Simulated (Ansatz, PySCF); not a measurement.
C$_{2}$H$_{8}$AlNOSe (SMILES C[N](C)[Al]([OH])[SeH]), singlet, geometry from GFN2-xTB (such geometries of metal compounds can be far from the true shape), with bond 7-3 at 2.4 times its length. Base run: CASSCF(4,3)/STO-3G (PySCF).

PySCF was given this input:
```python
from pyscf import gto, scf, mcscf
import numpy

mol = gto.Mole()
mol.atom = '''
    Al   -0.42455938    0.59031094    0.09130053
    N    -1.61478153   -0.72400110   -0.19456147
    C    -3.05137336   -0.54222198   -0.21694652
    C    -1.22027027   -2.09771867   -0.42997892
    H    -3.47186553   -0.82935219   -1.18834900
    H    -3.53933979   -1.14773789    0.55643529
    H    -3.59545264    1.97688596    0.22169601
    H    -1.63214765   -2.76594129    0.33570685
    H    -1.56461329   -2.44727201   -1.41063151
    H    -0.12949506   -2.17115128   -0.40119636
    O    -0.82286683    2.15740306    0.36185789
    H    -1.14845814    3.03363087    0.50915940
    Se    1.81111854    0.01263299    0.07234479
    H     2.22150119    1.36528062    0.33504427
'''
mol.basis = 'sto-3g'
mol.verbose = 4
mol.build()

mf = scf.RHF(mol)
mf.kernel()
mc = mcscf.CASSCF(mf, 3, 4)
mc.fix_spin_(ss=0.0)
mc.kernel()
occ = numpy.linalg.eigvalsh(mc.fcisolver.make_rdm1(mc.ci, mc.ncas, mc.nelecas))[::-1]
ss = mc.fcisolver.spin_square(mc.ci, mc.ncas, mc.nelecas)[0]
print('natural occupations', occ.round(4), ' <S^2>', round(ss, 4))
```

Programs used: Ansatz (a first-principles code), PySCF; a row that names a program was run with it.

Each row names what was changed in the base input (with any setting that the change needs).

```tsv
change	ΔE vs base (mEh)	natural occupations	<S^2> of the state	outcome
base	0.000	2.00 1.30 0.70	0.00	converged
code = ansatz	-0.029	-	-	converged
start = MP2 natural orbitals	-0.050	2.00 1.30 0.70	0.00	converged
active space = 10 electrons, 9 orbitals	-	-	-	not converged
orbitals = fixed (CASCI)	11.909	2.00 1.32 0.68	0.00	converged
orbitals = fixed (CASCI); correction = SC-NEVPT2	-216.6	2.00 1.32 0.68	0.00	converged
state_average = 2 states	0.062	-	-	converged
solver = newton	-0.010	2.00 1.30 0.70	0.00	converged
active space = 10 electrons, 8 orbitals	-18.780	2.00 2.00 1.99 1.98 1.30 0.70 0.02 0.01	0.00	converged
active space = 6 electrons, 5 orbitals	-9.943	2.00 1.99 1.30 0.70 0.01	0.00	converged
correction = SC-NEVPT2	-216.0	2.00 1.30 0.70	0.00	converged
```

Active orbitals are taken around the Fermi level unless the row says otherwise; CASSCF can end in different local minima, and two programs can end on different orbitals. State-averaged rows give the lowest state.
